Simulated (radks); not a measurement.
Spherical quantum dot in the effective-mass picture: electrons in a well V = -V0 / (1 + exp((r - R)/a)) with V0 = 3.96, R = 8.63, a = 0.83, with a point charge +1 (a donor) at the centre, all in effective atomic units (hartree* = m*/eps^2 hartree, bohr* = eps/m* bohr), one dielectric constant everywhere. Calculated with a radial shooting solver with Libxc functionals: non-relativistic Kohn-Sham, LDA (Slater exchange, Perdew-Wang correlation), spin-polarised, spherical densities. Levels are named by radial order and angular momentum (1s, 1p, 1d, 2s, ...), and open shells are averaged over m. Results are scaled to m* = 0.041 and eps = 15.7, for which hartree* = 4.526 meV and bohr* = 20.26 nm.

N = 7, configuration 1s2 1p(up 3, down 2). This is the lowest configuration that the search found. Occupied and some empty levels:

level,occupation,eigenvalue (meV),<r> (nm)
1s up,1,-13.194,61.83
1s down,1,-13.177,58.40
1p up,3,-12.705,99.27
1p down,2,-12.656,99.33
2s up,0,-12.532,75.42
2s down,0,-12.516,78.25
1d up,0,-12.277,106.3
1d down,0,-12.229,106.5
1f up,0,-11.739,111.6
1f down,0,-11.693,111.9

Energy (meV): total -110.862, kinetic 5.0100, external -133.08, Hartree 22.724, exchange-correlation -5.5158.

Electron density:

r (nm),n(r) (e/nm^3)
8.49,0.00001282
17.9,5.490e-06
27.4,2.649e-06
36.8,1.516e-06
46.3,1.064e-06
55.7,9.011e-07
65.2,8.645e-07
74.7,8.707e-07
84.1,8.669e-07
93.6,8.163e-07
103,7.025e-07
112,5.357e-07
122,3.509e-07
131,1.917e-07
141,8.453e-08
150,2.932e-08
160,7.791e-09
169,1.589e-09
179,2.521e-10
188,3.199e-11
